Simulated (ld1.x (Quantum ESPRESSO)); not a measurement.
Debugging a pseudopotential input (Cl (Z = 17), ld1.x (Quantum ESPRESSO) 7.5)

Command:

```bash
ld1.x < Cl.in > Cl.out
```

Input:

```
&input
   title='Cl', zed=17., rel=1, dft='PBE', iswitch=3,
   config='[Ne] 3s1.75 3p5.25',
   nld=2, rlderiv=1.35, eminld=-4.0, emaxld=5.0, deld=0.02
 /
 &inputp
   pseudotype=1, tm=.true., lloc=0,
   nlcc=.true., new_core_ps=.true., rcore=0.90,
   file_pseudopw='Cl.pp', file_wfcaegen='ae.wfc', file_wfcncgen='nc.wfc'
 /
2
3P  2  1   5.25   0.00  1.25  1.25  0.0
3S  1  1   1.75   0.00  1.00  1.00  0.0
 &test
   configts(1)='3s1.75 3p5.25'
 /
```

This is an input that runs to its end, with one change: angular momentum of 3S typed wrongly.

Q: How does the run end?

A: The program refuses the input: "read_psconfig: ps-label wrong?".

```
Program LD1 v.7.5

 %%%%%%%%%%%%%%%%%%%%%%%%%%%%%%%%%%%%%%%%%%%%%%%%%%%%%%%%%%%%%%%%%%%%%%%%%%%%%%
     Error in routine read_psconfig (2):
     ps-label wrong?
 %%%%%%%%%%%%%%%%%%%%%%%%%%%%%%%%%%%%%%%%%%%%%%%%%%%%%%%%%%%%%%%%%%%%%%%%%%%%%%

     stopping ...
```
